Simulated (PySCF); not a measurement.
**Orbital energies and ionisation energy**

(H2Al-mu-F)3.
Geometry (PBE0-D3(BJ)/def2-SVP, Å), atoms numbered from 1 in this order:
```xyz
12
Al3F3H6 angstrom
Al     2.010    0.011    0.313
H      2.920    0.449   -0.898
H      2.447   -0.420    1.765
F      0.688    1.257    0.486
Al    -1.091    1.652    0.382
H     -1.280    2.678   -0.799
H     -1.644    1.730    1.857
F     -1.486   -0.010   -0.261
Al    -0.892   -1.682   -0.686
H     -1.005   -1.840   -2.250
H     -1.390   -2.662    0.445
F      0.838   -1.245   -0.304
```

Level: wB97X-D/def2-SVPD (PySCF). Frontier orbitals with their largest atomic shares (Löwdin; up to four atoms above 4 %):

```tsv
orbital	ε (eV)	main atoms
HOMO−3	-12.31	Al9 19 %, Al1 18 %, H10 12 %, H11 12 %
HOMO−2	-10.67	Al5 23 %, H7 17 %, H6 17 %, Al9 14 %
HOMO−1	-10.67	Al1 24 %, H3 18 %, H2 18 %, Al9 12 %
HOMO	-10.48	?
LUMO	1.23	Al5 28 %, Al9 17 %, Al1 14 %, F8 9 %
LUMO+1	1.24	Al1 25 %, Al9 22 %, Al5 11 %, F12 10 %
LUMO+2	1.45	Al9 22 %, Al5 22 %, Al1 22 %, H7 4 %
```

Problem. What vertical ionisation energy does ΔSCF give, and how far is −ε(HOMO) from it?

Solution. ΔSCF: 10.77 eV (1039 kJ/mol; threshold wavelength 115 nm); ⟨S²⟩ of the doublet left behind is 0.758, against 0.75 for a pure doublet. −ε(HOMO) is 10.48 eV, 0.29 eV below it. In exact Kohn–Sham theory the two would be equal; wB97X-D (range-separated hybrid) comes within 0.29 eV of that here.

Problem. On which atoms does the HOMO lie?

Solution. Al1 (aluminium bonded to 2 F and 2 H) 12 %, Al9 (aluminium bonded to 2 F and 2 H) 12 %, Al5 (aluminium bonded to 2 F and 2 H) 11 %, H3 (hydrogen on aluminium) 10 %, so no atom holds as much as 40 %. The HOMO−1 lies 0.19 eV lower.

Problem. Shift the occupied levels rigidly so that −ε(HOMO) equals the ΔSCF value. What binding energies result?

Solution. The shift is +0.29 eV: HOMO 10.77, HOMO−1 10.96, HOMO−2 10.96, HOMO−3 12.60 eV. A rigid shift is only a rough guide to the deeper ionisations.

Problem. What total energies stand behind the ΔSCF value?

Solution. E(N) = -1030.17688 Eh and E(N − 1) = -1029.78114 Eh at the same geometry, 0.39574 Eh apart.

Problem. How many of the 15 lowest singlet excitations (vertical TDDFT, same level) lie below the ionisation energy?

Solution. All 15; they run from 7.12 to 9.46 eV.

Problem. What kinetic energy would electrons from this vertical process carry with 118.2 nm light (10.49 eV)?

Solution. The photon is 0.28 eV short of the vertical value.

One conformer (not necessarily the lowest) at the PBE0-D3(BJ)/def2-SVP geometry, without solvent, vibrations or thermal averaging.

The run behind these numbers computed excited states and ΔSCF ions as well. Time: 4.4 min wall (grids of density and orbitals included); peak memory 1.0 GiB. Hardware: one thread of an Intel Xeon at 2.50 GHz, shared host with 64 logical CPUs at a one-minute load of 60.

Note: wB97X-D ran without an empirical dispersion term, which enters the total energy and its gradient alone.
